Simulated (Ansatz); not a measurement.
Geometry optimisation, RKS r2SCAN-D4/STO-3G in Ansatz.

input.yaml

```yaml
crystal:
  periodic: [false, false, false]
  atoms:
    - { symbol: B, position_ang: [0.1187, 1.4891, 1.1691] }
    - { symbol: O, position_ang: [-0.0523, 1.2387, -0.2715] }
    - { symbol: Si, position_ang: [-0.0649, -0.4734, -0.4166] }
    - { symbol: S, position_ang: [-0.6442, -1.0212, -2.3619] }
    - { symbol: Cl, position_ang: [1.9203, -1.2029, -0.1521] }
    - { symbol: H, position_ang: [1.1358, 1.713, 1.6405] }
    - { symbol: H, position_ang: [-0.8741, 1.6668, 1.822] }
    - { symbol: H, position_ang: [-0.42621, 1.58646, -1.11965] }
    - { symbol: H, position_ang: [-0.5622, -2.3853, -2.0343] }
basis:
  gaussian: { orbitals: STO-3G }
hamiltonian:
  xc: r2scan
  dispersion: d4
relax:
  f_tol: 0.02
  max_steps: 50
```

Command:

```bash
$ ansatz run input.yaml --threads 1 --pin off --max-ram 2048MiB --backend cpu --events-out ev --progress --plain --runs-dir out
```

**Question.** Where does it end, and by what steps?

**Answer.** The forces met the threshold. Limits of this set-up: minimal basis. After 19 steps the energy has fallen by 3.404 eV; S4 moved furthest, 1.12 Å. Joined: B1–Si3.

```json
{"step": "0", "energy less start (eV)": "0.0000", "largest force component (eV/Å)": "5.202", "accepted": "yes"}
{"step": "1", "energy less start (eV)": "-1.3603", "largest force component (eV/Å)": "1.821", "accepted": "yes"}
{"step": "2", "energy less start (eV)": "-2.2415", "largest force component (eV/Å)": "1.468", "accepted": "yes"}
{"step": "3", "energy less start (eV)": "-2.7683", "largest force component (eV/Å)": "1.642", "accepted": "yes"}
{"step": "4", "energy less start (eV)": "-3.0458", "largest force component (eV/Å)": "1.774", "accepted": "yes"}
{"step": "5", "energy less start (eV)": "-3.1850", "largest force component (eV/Å)": "1.205", "accepted": "yes"}
{"step": "6", "energy less start (eV)": "-3.2518", "largest force component (eV/Å)": "0.340", "accepted": "yes"}
{"step": "7", "energy less start (eV)": "-3.1779", "largest force component (eV/Å)": "0.663", "accepted": "no"}
{"step": "8", "energy less start (eV)": "-3.2764", "largest force component (eV/Å)": "0.210", "accepted": "yes"}
{"step": "9", "energy less start (eV)": "-3.2871", "largest force component (eV/Å)": "0.392", "accepted": "yes"}
{"step": "10", "energy less start (eV)": "-3.2965", "largest force component (eV/Å)": "0.907", "accepted": "yes"}
{"step": "11", "energy less start (eV)": "-3.3098", "largest force component (eV/Å)": "1.114", "accepted": "yes"}
{"step": "12", "energy less start (eV)": "-3.3470", "largest force component (eV/Å)": "0.547", "accepted": "yes"}
{"step": "13", "energy less start (eV)": "-3.3788", "largest force component (eV/Å)": "0.553", "accepted": "yes"}
{"step": "14", "energy less start (eV)": "-3.3792", "largest force component (eV/Å)": "0.422", "accepted": "yes"}
{"step": "15", "energy less start (eV)": "-3.4019", "largest force component (eV/Å)": "0.213", "accepted": "yes"}
{"step": "16", "energy less start (eV)": "-3.4024", "largest force component (eV/Å)": "0.076", "accepted": "yes"}
{"step": "17", "energy less start (eV)": "-3.4033", "largest force component (eV/Å)": "0.129", "accepted": "yes"}
{"step": "18", "energy less start (eV)": "-3.4033", "largest force component (eV/Å)": "0.133", "accepted": "yes"}
{"step": "19", "energy less start (eV)": "-3.4040", "largest force component (eV/Å)": "0.018", "accepted": "yes"}
```

```xyz
9
Properties=species:S:1:pos:R:3
B -0.028 1.223 0.990
O 0.463 1.310 -0.511
Si 0.159 -0.469 0.037
S -1.215 -1.191 -1.411
Cl 2.053 -1.306 -0.411
H 0.829 1.497 1.735
H -1.115 1.615 1.170
H -0.345 1.587 -1.072
H -0.251 -1.655 -2.252
```

Whether the end is a true minimum wasn't checked by a vibrational analysis.

Time of the run: 93 s on 1 thread of Arm Neoverse V2, on a shared host, peak memory 0.19 GiB.
